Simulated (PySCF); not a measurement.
Q: What does the PBE0-D3(BJ)/def2-SVP structure of `CCC[SiH2]O` look like in three dimensions?

A: 
```
atom  x, y, z in Å
C1    -2.1877    0.0888    0.4448
C2    -0.6748    0.0063    0.5783
C3     0.0490   -0.1974   -0.7523
Si4    1.9168   -0.3058   -0.5996
O5     2.5661    1.0671    0.1005
H6    -2.5972   -0.8356    0.0072
H7    -2.6750    0.2417    1.4203
H8    -2.4829    0.9229   -0.2117
H9    -0.2993    0.9299    1.0542
H10   -0.4128   -0.8146    1.2701
H11   -0.1919    0.6269   -1.4472
H12   -0.3041   -1.1219   -1.2459
H13    2.2682   -1.5147    0.2185
H14    2.5447   -0.4098   -1.9468
H15    2.4499    1.1581    1.0499
```

Any rigid rotation of these coordinates is as good. Atoms count from 1 in this order. Si4 (oxygen-bound silicon) is distorted tetrahedral (angles from 105.8° to 111.9°).

Bonds between heavy atoms (Å): C1–C2 1.521, C2–C3 1.528, C3–Si4 1.877, Si4–O5 1.672.

Computed, not measured: PBE0-D3(BJ)/def2-SVP geometry optimisation, gas phase (PySCF 2.14.0).

Point group: C1 (no symmetry element, even within 0.4 Å). No PBE0-D3(BJ)/def2-SVP frequencies stand behind this structure, so it isn't proved a minimum. One conformer, not necessarily the lowest (C1–C2–C3–Si4 180°, C2–C3–Si4–O5 -59°, C3–Si4–O5–H 75°).
